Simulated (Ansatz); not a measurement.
# Molecular dynamics of CH₇ClO₂Si₂

Input:

```yaml
crystal:
  periodic: [false, false, false]
  atoms:
    - { symbol: O, position_ang: [-1.722102, -2.249188, 0.601104] }
    - { symbol: C, position_ang: [-0.637319, -1.708353, -0.235674] }
    - { symbol: Si, position_ang: [0.395185, -0.340332, 0.62622] }
    - { symbol: Cl, position_ang: [-1.149376, 0.946313, 1.41345] }
    - { symbol: Si, position_ang: [1.680197, 1.1639, -0.552477] }
    - { symbol: O, position_ang: [0.447666, 2.570452, -0.769927] }
    - { symbol: H, position_ang: [-2.250656, -1.394865, 0.829146] }
    - { symbol: H, position_ang: [-1.02306, -1.331849, -1.209941] }
    - { symbol: H, position_ang: [0.022705, -2.567567, -0.467751] }
    - { symbol: H, position_ang: [1.003151, -0.905852, 1.817072] }
    - { symbol: H, position_ang: [1.69412, 2.671613, -0.171812] }
    - { symbol: H, position_ang: [1.73154, 0.644901, -1.919718] }
    - { symbol: H, position_ang: [-0.171651, 2.466026, 0.05501] }
basis:
  gaussian: { orbitals: STO-3G }
hamiltonian:
  xc: b3lyp
md:
  timestep: 0.5
  n_steps: 200
  ensemble: nve
  temperature: 100.0
  initial_velocities: maxwell_boltzmann
  seed: 10454
```

Launched with:

```bash
$ ansatz run input.yaml --threads 1 --pin off --max-ram 2048MiB --backend cpu --events-out ev --progress --plain --runs-dir out
```

It starts at the highest image of a converged band. Of that band: Neighbouring images differ by up to 1.8 eV, so the band resolves the path poorly. A vibrational analysis at the climbing image gives one clearly imaginary mode, 1333i cm⁻¹: a first-order saddle point.

Output, in part (one step line in 7, the closing report, with atoms numbered from 0):

```
md step     0: t =     0.00 fs  T =   100.0 K  F+E_penalty+E_count = -33132.39670872 eV  E_kin = 0.142186 eV  conserved = -33132.25452272 eV  (24 SCF iters)
md step     7: t =     3.50 fs  T =    75.4 K  F+E_penalty+E_count = -33132.36141272 eV  E_kin = 0.107232 eV  conserved = -33132.25418122 eV  (22 SCF iters)
md step    14: t =     7.00 fs  T =   105.4 K  F+E_penalty+E_count = -33132.40386183 eV  E_kin = 0.149899 eV  conserved = -33132.25396316 eV  (28 SCF iters)
md step    21: t =    10.50 fs  T =   345.1 K  F+E_penalty+E_count = -33132.74365324 eV  E_kin = 0.490734 eV  conserved = -33132.25291951 eV  (27 SCF iters)
md step    28: t =    14.00 fs  T =  1257.0 K  F+E_penalty+E_count = -33134.04342753 eV  E_kin = 1.787254 eV  conserved = -33132.25617307 eV  (27 SCF iters)
md step    35: t =    17.50 fs  T =  1825.2 K  F+E_penalty+E_count = -33134.85317098 eV  E_kin = 2.595164 eV  conserved = -33132.25800673 eV  (25 SCF iters)
md step    42: t =    21.00 fs  T =  1470.0 K  F+E_penalty+E_count = -33134.34588257 eV  E_kin = 2.090139 eV  conserved = -33132.25574350 eV  (26 SCF iters)
md step    49: t =    24.50 fs  T =  1140.8 K  F+E_penalty+E_count = -33133.87800620 eV  E_kin = 1.622050 eV  conserved = -33132.25595640 eV  (26 SCF iters)
md step    56: t =    28.00 fs  T =   723.1 K  F+E_penalty+E_count = -33133.28418828 eV  E_kin = 1.028151 eV  conserved = -33132.25603751 eV  (27 SCF iters)
md step    63: t =    31.50 fs  T =   545.2 K  F+E_penalty+E_count = -33133.03007289 eV  E_kin = 0.775167 eV  conserved = -33132.25490549 eV  (27 SCF iters)
md step    70: t =    35.00 fs  T =   924.9 K  F+E_penalty+E_count = -33133.57095584 eV  E_kin = 1.315052 eV  conserved = -33132.25590404 eV  (26 SCF iters)
md step    77: t =    38.50 fs  T =  1274.3 K  F+E_penalty+E_count = -33134.06713008 eV  E_kin = 1.811881 eV  conserved = -33132.25524926 eV  (24 SCF iters)
md step    84: t =    42.00 fs  T =  1780.3 K  F+E_penalty+E_count = -33134.78855584 eV  E_kin = 2.531361 eV  conserved = -33132.25719458 eV  (25 SCF iters)
md step    91: t =    45.50 fs  T =  1653.5 K  F+E_penalty+E_count = -33134.60819872 eV  E_kin = 2.351038 eV  conserved = -33132.25716051 eV  (26 SCF iters)
md step    98: t =    49.00 fs  T =   829.1 K  F+E_penalty+E_count = -33133.43318736 eV  E_kin = 1.178848 eV  conserved = -33132.25433967 eV  (27 SCF iters)
md step   105: t =    52.50 fs  T =   432.4 K  F+E_penalty+E_count = -33132.86798678 eV  E_kin = 0.614816 eV  conserved = -33132.25317050 eV  (28 SCF iters)
md step   112: t =    56.00 fs  T =   880.8 K  F+E_penalty+E_count = -33133.50799434 eV  E_kin = 1.252412 eV  conserved = -33132.25558245 eV  (28 SCF iters)
md step   119: t =    59.50 fs  T =  1252.3 K  F+E_penalty+E_count = -33134.03667886 eV  E_kin = 1.780560 eV  conserved = -33132.25611876 eV  (27 SCF iters)
md step   126: t =    63.00 fs  T =  1325.0 K  F+E_penalty+E_count = -33134.13906148 eV  E_kin = 1.883929 eV  conserved = -33132.25513290 eV  (26 SCF iters)
md step   133: t =    66.50 fs  T =  1473.7 K  F+E_penalty+E_count = -33134.35219263 eV  E_kin = 2.095434 eV  conserved = -33132.25675854 eV  (25 SCF iters)
md step   140: t =    70.00 fs  T =  1080.1 K  F+E_penalty+E_count = -33133.79112007 eV  E_kin = 1.535804 eV  conserved = -33132.25531592 eV  (26 SCF iters)
md step   147: t =    73.50 fs  T =   644.3 K  F+E_penalty+E_count = -33133.17033587 eV  E_kin = 0.916079 eV  conserved = -33132.25425676 eV  (27 SCF iters)
md step   154: t =    77.00 fs  T =   847.0 K  F+E_penalty+E_count = -33133.45840530 eV  E_kin = 1.204269 eV  conserved = -33132.25413626 eV  (27 SCF iters)
md step   161: t =    80.50 fs  T =  1562.2 K  F+E_penalty+E_count = -33134.47897453 eV  E_kin = 2.221223 eV  conserved = -33132.25775111 eV  (26 SCF iters)
md step   168: t =    84.00 fs  T =  1413.2 K  F+E_penalty+E_count = -33134.26586940 eV  E_kin = 2.009392 eV  conserved = -33132.25647783 eV  (25 SCF iters)
md step   175: t =    87.50 fs  T =   934.8 K  F+E_penalty+E_count = -33133.58264637 eV  E_kin = 1.329189 eV  conserved = -33132.25345784 eV  (25 SCF iters)
md step   182: t =    91.00 fs  T =  1233.3 K  F+E_penalty+E_count = -33134.01001514 eV  E_kin = 1.753606 eV  conserved = -33132.25640954 eV  (25 SCF iters)
md step   189: t =    94.50 fs  T =  1276.4 K  F+E_penalty+E_count = -33134.07126651 eV  E_kin = 1.814888 eV  conserved = -33132.25637898 eV  (25 SCF iters)
md step   196: t =    98.00 fs  T =  1009.4 K  F+E_penalty+E_count = -33133.68999849 eV  E_kin = 1.435253 eV  conserved = -33132.25474572 eV  (26 SCF iters)
md step   200: t =   100.00 fs  T =   980.5 K  F+E_penalty+E_count = -33133.64919231 eV  E_kin = 1.394184 eV  conserved = -33132.25500841 eV  (24 SCF iters)
Total energy: -33133.64939862 eV, -1217.6391566050 hartree
Atom 0 at    -1.780888    -2.063057     0.357731 Å, force    -0.519524     0.277447     0.565781 eV/Å
Atom 1 at    -0.526286    -1.639362    -0.221324 Å, force     1.320050     0.192537     0.012293 eV/Å
Atom 2 at     0.483154    -0.241799     0.727891 Å, force    -1.195443    -0.659598     0.406371 eV/Å
Atom 3 at    -1.199131     0.828361     1.581486 Å, force     0.399494    -0.175332     0.050232 eV/Å
Atom 4 at     1.605150     1.202960    -0.626314 Å, force    -1.069701    -1.793735     0.742458 eV/Å
Atom 5 at     0.382967     2.418635    -1.026208 Å, force     0.718065    -1.050062    -0.074456 eV/Å
Atom 6 at    -2.113582    -1.165968     0.735531 Å, force    -0.403220    -0.044617     0.089238 eV/Å
Atom 7 at    -0.667124    -1.300056    -1.271956 Å, force     0.029314     0.085730    -0.121321 eV/Å
Atom 8 at     0.093304    -2.557470    -0.267798 Å, force     0.207230     0.043705    -0.159974 eV/Å
Atom 9 at     1.264330    -0.808036     1.831985 Å, force    -0.322302     0.086765    -0.098585 eV/Å
Atom 10 at     2.301588     2.014641     0.402153 Å, force     1.169627    -0.909331    -0.940054 eV/Å
Atom 11 at     1.948656    -0.095581    -1.418485 Å, force     0.766274     2.783826    -0.086919 eV/Å
Atom 12 at     0.205671     2.442755    -0.005021 Å, force    -1.099864     1.162664    -0.385064 eV/Å
Dipole moment:     0.957968     0.063999    -0.278032 e Å
```

All steps were run. The conserved energy stayed within 0.32 meV per atom of its start (net change -0.037 meV per atom), so the integration is sound. The system heated up, since it started high on the potential surface and ran downhill. A run of 0.1 ps of so small a system gives no equilibrium averages. The orbitals stay closed-shell, which can raise the energy where a bond breaks towards radicals; this wasn't checked here. Limits of this set-up: minimal basis.

The step under study would form O6–H11 and break Si5–H11. These pairs go: O6–H11 1.39 → 2.43 Å, Si5–H11 1.56 → 1.48 Å. In the last frame they stand as before the step (other bonds may differ from the relaxed reactants and products). It ends as one piece, CH7ClO2Si2. Pairs count as bonded within 1.25 times the sum of covalent radii (0.12 Å more for H–H).

Last frame:

```xyz
13
Properties=species:S:1:pos:R:3
O -1.781 -2.063 0.358
C -0.526 -1.639 -0.221
Si 0.483 -0.242 0.728
Cl -1.199 0.828 1.581
Si 1.605 1.203 -0.626
O 0.383 2.419 -1.026
H -2.114 -1.166 0.736
H -0.667 -1.300 -1.272
H 0.093 -2.558 -0.268
H 1.264 -0.808 1.832
H 2.302 2.015 0.402
H 1.949 -0.096 -1.419
H 0.206 2.443 -0.005
```

Time of the run: 12 min on 1 thread of Arm Neoverse V1, on a shared host, peak memory 0.13 GiB.
